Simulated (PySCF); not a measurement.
C4H8BN, SMILES B1(N)CC=CC1.

Geometry: B3LYP-D3(BJ)/def2-SVP. This is a generated structure with no PubChem entry under its InChIKey; it may be hypothetical. Other conformers were not sampled.

Calculation: B3LYP-D3(BJ)/def2-SVP in PySCF.

Frequencies are harmonic and unscaled.

Computed harmonic wavenumbers and intensities:
```csv
mode,ν (cm⁻¹),IR (km/mol),Raman (Å⁴/amu),depolarisation,moving atoms (share of kinetic energy)
1,86,0.0,0.0,–,"C 42 %, H 40 %, N 15 %"
2,314,1.1,2.1,0.75,"H 37 %, C 29 %, N 23 %, B 11 %"
3,354,0.0,2.5,0.75,"H 55 %, C 45 %"
4,364,11.4,1.2,0.75,"H 58 %, B 39 %"
5,532,0.2,2.5,0.33,"C 38 %, N 38 %, B 14 %, H 10 %"
6,537,149.2,0.5,0.75,"H 78 %, N 21 %"
7,560,0.0,0.2,0.75,H 92 %
8,690,48.9,12.4,0.75,"H 80 %, C 10 %, B 10 %"
9,732,1.2,9.2,0.10,"C 63 %, H 29 %"
10,761,2.0,1.3,0.75,"C 76 %, H 12 %, B 10 %"
11,763,0.0,1.7,0.75,"H 67 %, C 33 %"
12,836,0.2,1.3,0.75,"H 61 %, C 23 %, N 11 %"
13,915,0.2,1.3,0.75,"H 39 %, C 34 %, B 26 %"
14,945,17.3,1.2,0.75,"H 59 %, C 41 %"
15,954,0.4,9.0,0.17,"C 64 %, H 36 %"
16,984,0.0,0.3,0.75,"H 85 %, C 15 %"
17,1109,0.3,20.2,0.62,"H 84 %, C 15 %"
18,1112,0.0,0.9,0.75,"H 79 %, C 21 %"
19,1131,10.4,7.6,0.75,"H 85 %, C 9 %"
20,1147,23.2,1.0,0.75,"B 43 %, H 42 %, C 8 %"
21,1213,0.5,3.1,0.21,"H 55 %, C 36 %"
22,1249,47.3,3.2,0.75,"C 57 %, H 30 %, B 12 %"
23,1367,1.6,0.4,0.75,"H 63 %, C 34 %"
24,1403,3.9,47.5,0.55,"H 85 %, C 10 %"
25,1404,11.8,10.5,0.75,"H 88 %, C 12 %"
26,1441,87.1,6.3,0.40,"B 50 %, H 37 %"
27,1609,151.4,8.1,0.60,"H 64 %, N 22 %, B 13 %"
28,1688,12.0,18.1,0.07,"C 91 %, H 9 %"
29,2997,45.6,21.5,0.75,H 94 %
30,3000,14.7,317.6,0.08,H 94 %
31,3023,37.0,9.4,0.75,"H 91 %, C 9 %"
32,3024,0.0,216.3,0.75,"H 91 %, C 9 %"
33,3147,8.3,92.2,0.75,H 92 %
34,3172,41.9,211.6,0.15,"H 91 %, C 9 %"
35,3585,22.2,158.7,0.13,H 96 %
36,3679,21.3,82.7,0.75,"H 91 %, N 9 %"
```
